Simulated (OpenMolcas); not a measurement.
Co2+ with 3 ligands (chloride) in trigonal planar coordination (D3h). A charge of +0.333 e stands 2.6 Å behind each ligand. Ligand basis ANO-RCC-VDZP.

* Program: OpenMolcas 26.06
* Method: CASSCF
* Basis: ANO-RCC-VDZP [5s4p2d1f]
* Scalar Hamiltonian: DKH2, point nucleus
* Active space: 7 electrons in 5 orbitals (3d)
* State averaging: 2S+1 = 4 even, 10 roots; 2S+1 = 2 even, 40 roots
* Spin-orbit coupling: state interaction with AMFI integrals over the reference wave functions

All ligands move together. At R = 2.28 Å the first state of the same spin is 674 cm-1, and at R = 2.44 Å it is 567.4 cm-1.

Question: A third run gives 656.5 cm-1. What distance was it run at?

Answer: With a power law R^-n the two known points give n = -ln(567.4 / 674) / ln(2.44 / 2.28) = 2.54. Then R = 2.28 × (674 / 656.5)^(1/2.54) = 2.304 Å. The run was at 2.31 Å, so the estimate is off by -0.006 Å.

Without dynamic correlation the repulsion within the d shell is too large (B by tens of per cent), so at a given field states of lower spin stand too high. Ligand-to-metal charge-transfer states are missing. With no ligand orbital active B as a rule stays too high, so bands that hang on it stand too high and its fall with covalency is understated. With metal d orbitals alone and no dynamic correlation the field as a rule comes out too small, by tens of per cent, by up to half for chloride and softer ligands, and the orbital part of g and χT, which goes as 1/10Dq, too large. Spin-orbit coupling mixes the spin-free states strongly: the lowest level takes only 68 % from its leading state, 4A2 (holds for R = 2.44). No measured value stands beside these numbers; the geometry was imposed, not optimised, and the real ion may take another.
